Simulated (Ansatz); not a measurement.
Input for Ansatz (a quantum-chemistry and plane-wave program):
Ansatz 0.2 input:
```yaml
crystal:
  periodic: [false, false, false]
  atoms:
    - {symbol: C, position_ang: [-0.01711389, 0.13861103, -1.25945287]}
    - {symbol: Si, position_ang: [0.00774095, -0.06609183, 0.57241213]}
    - {symbol: H, position_ang: [-0.92959358, 0.22915764, -1.82227983]}
    - {symbol: H, position_ang: [0.88009381, 0.20740535, -1.84926448]}
    - {symbol: H, position_ang: [0.03350168, 1.24334789, 1.24448153]}
    - {symbol: H, position_ang: [-1.19792114, -0.77868484, 1.00294438]}
    - {symbol: H, position_ang: [1.20822931, -0.80760657, 0.96706573]}
basis:
  gaussian:
    orbitals: STO-3G
hamiltonian:
  xc: pbe0
magnetization: {spin_polarized: true, initial_magnetization: 1}
```

### Question
What <S^2> does PBE0/STO-3G run with Ansatz give?

### Answer
0.755

### Question
Predict the number of basis functions from PBE0/STO-3G.

### Answer
19

### Question
Estimate the total energy that PBE0/STO-3G returns for this input.

### Answer
-326.5281 Eh
